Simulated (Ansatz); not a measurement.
`C=N/C([SiH3])=C\O` from Hartree–Fock to CCSD(T)

Z-matrix (Å, degrees):
```
Si
C 1 1.861
H 1 1.488 2 110.8
H 1 1.488 2 108.0 3 119.3
H 1 1.486 2 111.3 3 -120.2
N 2 1.401 1 116.7 3 63.0
C 2 1.340 1 119.4 3 -124.3
C 6 1.262 2 120.4 1 -126.1
O 7 1.356 2 123.1 1 -176.4
H 7 1.086 2 120.4 1 1.1
H 8 1.095 6 123.4 2 1.7
H 8 1.089 6 118.8 2 -178.6
H 9 0.959 7 109.4 2 170.6
```

Total charge 0; spin multiplicity 1. Geometry: relaxed with PBE0-D4/def2-TZVP. It is one conformer, not always the lowest. Frozen core, restricted reference, Ansatz 0.2.0. CBS rows extrapolate triple and quadruple zeta; past MP2 they add the triple-zeta difference.

```
     basis     HF (Eh)  MP2 corr.
def2-TZVPP  -535.97412   -1.04184
def2-QZVPP  -535.99450   -1.11503
```

**Question.** Estimate the CCSD correlation energy and the (T) correction in each basis where they were run (hartree).

**Answer.** 
```tsv
basis	CCSD corr.	(T)
def2-TZVPP	-1.08406	-0.04885
CBS(def2)	-1.21147	as TZ
```
